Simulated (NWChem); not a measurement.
NH3Te; SMILES [TeH]N

Program: NWChem. Coordinates come from a PBE0/def2-SVP optimisation. def2 effective core potentials on Te; no spin-orbit coupling. B3LYP is NWChem's, with the RPA form of VWN correlation. Ions are spin-unrestricted doublets at the neutral geometry; other ion states weren't tried.

For level B3LYP/def2-SVP:

| Item | Result |
|---|---|
| −ε(HOMO) (eV) | 5.93 |

Question: How do the values read with level LRC-wPBEh/def2-SVP instead?

Answer: 
* **−ε(HOMO) (eV)**: 8.03
